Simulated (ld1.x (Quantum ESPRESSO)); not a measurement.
# oxygen (O): from the effect back to the setting (TM)

Base potential:

* Element: oxygen
* Generator: ld1.x (Quantum ESPRESSO) 7.5
* Type: norm-conserving Troullier–Martins (Kleinman–Bylander form)
* Functional: PBE
* Relativity: scalar-relativistic
* Frozen core: [He]
* Valence charge: 6
* Reference configuration: 2s2 2p4
* Partial waves: 2p (bound): rc 1.30 bohr; 2s (bound): rc 0.80 bohr
* Local potential: the s channel
* Core correction: none

Cutoffs, loose and tight: the cutoffs (Ry, on a coarse ladder) from which the occupation-weighted sum of valence levels, in a spherical-Bessel basis at the reference potential, stays within 10 and 1 mRy of its value at 400 Ry. They do not see the model core or the augmentation charge, which bear on the density cutoff. Test errors are all-electron minus pseudo excitation energies from the reference, over the configurations 2s2 2p3; 2s2 2p2; 2s2 2p1; 2s0 2p6; 2s2 2p0; 2s1 2p4; 2s1 2p5; variants that change the core or the reference have their own tests.

Only the s radius is moved (2 further runs of the sweep failed or gave no value and are left out):

```tsv
s radius (bohr)	cutoff, loose	cutoff, tight	bound ghosts	largest test error (meV)
0.76	90 Ry	200 Ry	none	+1495
0.84	90 Ry	180 Ry	none	+1518
1.08	80 Ry	140 Ry	none	+1738
1.22	80 Ry	120 Ry	none	+1930
```

Q: One more run gave cutoff, loose: 80 Ry; cutoff, tight: 160 Ry; bound ghosts: none; largest test error (meV): +1625. Which value of the s radius was used?

A: 0.96 bohr. The tight cutoff moves one way along this sweep, from 200 Ry at 0.76 to 120 Ry at 1.22 bohr, which places the run between 0.84 and 1.08 bohr.
